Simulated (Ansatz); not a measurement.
One change: `[SiH3][CH2][InH][SiH3]` becomes `[SiH3][CH2][InH2]`.

Ansatz, PBE0-D4/def2-TZVP geometries, multiplicity 1. Each molecule was computed in one conformer, which needn't be the lowest.

Elements past krypton have def2 core potentials.

```csv
property,`[SiH3][CH2][InH][SiH3]`
HOMO energy (ωB97M-V/def2-TZVPP) / eV,-9.20
LUMO energy (PBE/def2-TZVPP) / eV,-2.71
LUMO energy (B3LYP/def2-TZVPP) / eV,-2.24
HOMO–LUMO gap (PBE/def2-TZVPP) / eV,3.48
HOMO energy (PBE/def2-TZVPP) / eV,-6.19
HOMO energy (B3LYP/def2-TZVPP) / eV,-6.99
```

(1) What does the change do to each property? (Estimate.)

## Answers

(1) Computed: 
```csv
property,`[SiH3][CH2][InH2]`,shift
HOMO energy (ωB97M-V/def2-TZVPP) / eV,-9.72,-0.52
LUMO energy (PBE/def2-TZVPP) / eV,-2.48,0.23
LUMO energy (B3LYP/def2-TZVPP) / eV,-2.02,0.22
HOMO–LUMO gap (PBE/def2-TZVPP) / eV,4.00,0.52
HOMO energy (PBE/def2-TZVPP) / eV,-6.48,-0.29
HOMO energy (B3LYP/def2-TZVPP) / eV,-7.38,-0.39
```

With PBE0 the HOMO falls by 0.39 eV and the LUMO rises by 0.25 eV, so the gap widens by about 0.64 eV. PBE moves the HOMO by -0.29 eV and ωB97M-V by -0.52 eV. The zero-point energy changes by -48.4 kJ/mol with -9 modes.

B3LYP here is the variant with VWN-RPA as its local correlation; programs differ in this.
